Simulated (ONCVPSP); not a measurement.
# Se (Z = 34): from the effect back to the setting (ONCV)

Base potential:

* Element: selenium (Se)
* Generator: ONCVPSP 4.0.1
* Type: optimised norm-conserving Vanderbilt (ONCV)
* Functional: LDA (Perdew-Zunger)
* Relativity: fully relativistic
* Frozen core: [Ar]
* Valence charge: 16
* Reference configuration: 3d10 4s2 4p4
* Partial waves: 4s: rc 1.50 bohr, ncon 3, nbas 7, qcut 4.4 1/bohr, 2 projectors, debl 2.7 Ha; 4p: rc 1.40 bohr, ncon 5, nbas 9, qcut 4.7 1/bohr, 1 projector; 3d: rc 1.05 bohr, ncon 4, nbas 9, qcut 14.9 1/bohr, 1 projector
* Local potential: polynomial inside 0.75 bohr (lpopt 5, dvloc0 2 Ha)
* Core correction: Teter function fitted to the true core (icmod 2), fcfact 0.4

Open shells are filled in proportion to 2j + 1.

Cutoffs, loose and tight: the cutoffs (Ha) at which the residual kinetic energy of the hardest occupied pseudo-wave falls to 1 and 0.1 mHa per electron. They do not see the model core or the augmentation charge, which bear on the density cutoff. Test errors are all-electron minus pseudo excitation energies from the reference, over the configurations 3d10 4s2 4p3; 3d10 4s2 4p2; 3d10 4s2 4p1; 3d10 4s2 4p3.5; variants that change the core or the reference have their own tests.

Only the scale of all radii but the core radius (base = 1) is moved (2 further runs of the sweep failed or gave no value and are left out):

```csv
scale of all radii but the core radius (base = 1),"cutoff, loose","cutoff, tight",bound ghosts,largest test error (meV)
0.91,146 Ha,166 Ha,"s, p3/2, p1/2",-4.8 over the solved tests; 2 of 4 tests not solved or not reliable
0.97,117 Ha,141 Ha,"s, p3/2, p1/2",3 of 4 tests not solved or not reliable
1.01,93 Ha,124 Ha,s,+128
1.14,84 Ha,93 Ha,s,+16
1.2,81 Ha,90 Ha,none,+55
1.25,79 Ha,88 Ha,none,+56
1.33,73 Ha,83 Ha,none,+59
```

Task: One more run gave cutoff, loose: 89 Ha; cutoff, tight: 98 Ha; bound ghosts: s; largest test error (meV): +67. Which value of the scale of all radii but the core radius (base = 1) was used?

Result: 1.07. The loose cutoff moves one way along this sweep, from 146 Ha at 0.91 to 73 Ha at 1.33, which places the run between 1.01 and 1.14.
